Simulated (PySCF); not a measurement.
Input file for PySCF: D3(BJ) and D4 dispersion corrections on HF (SMILES F).

```python
from pyscf import gto
from pyscf.dispersion import dftd3, dftd4

mol = gto.M(
    atom='''
    F    -0.36218514    0.13536947    0.36942273
    H    -0.22032105   -0.77429421    0.26519966
    ''',
    basis='def2-svp',
    charge=0, spin=0, verbose=0, max_memory=1800)
d3, d4 = {}, {}
for xc in ['hf', 'pbe', 'blyp', 'revpbe', 'tpss', 'r2scan', 'b3lyp', 'pbe0', 'bhlyp', 'camb3lyp', 'b2plyp']:
    d3[xc] = float(dftd3.DFTD3Dispersion(mol, xc=xc, version='d3bj', atm=False).get_dispersion()['energy'])
    print(f'D3(BJ) {xc:10s} {d3[xc]:14.8f} Eh')
for xc in ['hf', 'pbe', 'blyp', 'revpbe', 'tpss', 'r2scan', 'b3lyp', 'pbe0', 'bhlyp', 'camb3lyp', 'b2plyp']:
    d4[xc] = float(dftd4.DFTD4Dispersion(mol, xc={'camb3lyp': 'cam-b3lyp'}.get(xc, xc), atm=True).get_dispersion()['energy'])
    print(f'D4     {xc:10s} {d4[xc]:14.8f} Eh')
```

Output:

```
D3(BJ) hf            -0.00144821 Eh
D3(BJ) pbe           -0.00011325 Eh
D3(BJ) blyp          -0.00022573 Eh
D3(BJ) revpbe        -0.00033590 Eh
D3(BJ) tpss          -0.00013210 Eh
D3(BJ) r2scan        -0.00002667 Eh
D3(BJ) b3lyp         -0.00018000 Eh
D3(BJ) pbe0          -0.00008692 Eh
D3(BJ) bhlyp         -0.00012796 Eh
D3(BJ) camb3lyp      -0.00006631 Eh
D3(BJ) b2plyp        -0.00007317 Eh
D4     hf            -0.00035485 Eh
D4     pbe           -0.00006970 Eh
D4     blyp          -0.00016862 Eh
D4     revpbe        -0.00034674 Eh
D4     tpss          -0.00009506 Eh
D4     r2scan        -0.00001684 Eh
D4     b3lyp         -0.00011002 Eh
D4     pbe0          -0.00005569 Eh
D4     bhlyp         -0.00006359 Eh
D4     camb3lyp      -0.00005301 Eh
D4     b2plyp        -0.00004762 Eh
```

The run finished.

Cost: very roughly 0.04 core-seconds.
